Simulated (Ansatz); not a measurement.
Frontier orbitals of GaH₅O₂Si, SMILES `[OH][GaH][O][SiH3]`.

Z-matrix (Å, degrees):
```
Si
O 1 1.629
H 1 1.487 2 110.3
H 1 1.486 2 110.3 3 120.6
H 1 1.495 2 111.0 3 -119.7
Ga 2 1.784 1 137.4 3 118.8
O 6 1.777 2 115.9 1 0.1
H 6 1.539 2 121.0 1 -179.9
H 7 0.961 6 113.8 2 0.1
```

Total charge 0; spin multiplicity 1. Correlated methods include outer-core shells of Ga, which these sets cover unevenly. Scalar relativity is left out up to krypton. The structure was optimised at the PBE0-D4/def2-TZVP level. It is one conformer, not always the lowest. Basis def2-TZVPP, the Gaussian-basis code of Ansatz.

```
functional  HOMO (eV)  LUMO (eV)
 CAM-B3LYP     -10.09       0.09
```

Question: Give HOMO and LUMO (eV) with LDA (SPW92), PBE, revPBE, BLYP, r2SCAN, B97M-V, PBE0, B3LYP, r2SCANh, r2SCAN0, HSE06 (plane-wave form), BHLYP, LC-ωPBE, ωB97X-V, ωB97M-V, HF. (An estimate is asked.)

Answer: Computed: 
```tsv
functional	HOMO	LUMO
LDA (SPW92)	-7.30	-1.84
PBE	-7.17	-1.58
revPBE	-7.11	-1.46
BLYP	-7.08	-1.55
r2SCAN	-7.53	-1.26
B97M-V	-7.63	-1.54
PBE0	-8.65	-0.77
B3LYP	-8.43	-1.07
r2SCANh	-8.08	-0.98
r2SCAN0	-8.90	-0.57
HSE06 (plane-wave form)	-8.24	-1.14
BHLYP	-10.06	-0.07
LC-ωPBE	-11.46	1.33
ωB97X-V	-11.11	1.16
ωB97M-V	-10.98	0.89
HF	-12.25	1.94
```

B3LYP here is the variant with VWN-RPA as its local correlation; programs differ in this. LC-ωPBE has ω = 0.4 bohr⁻¹. Positive LUMOs are unbound and depend on the basis.
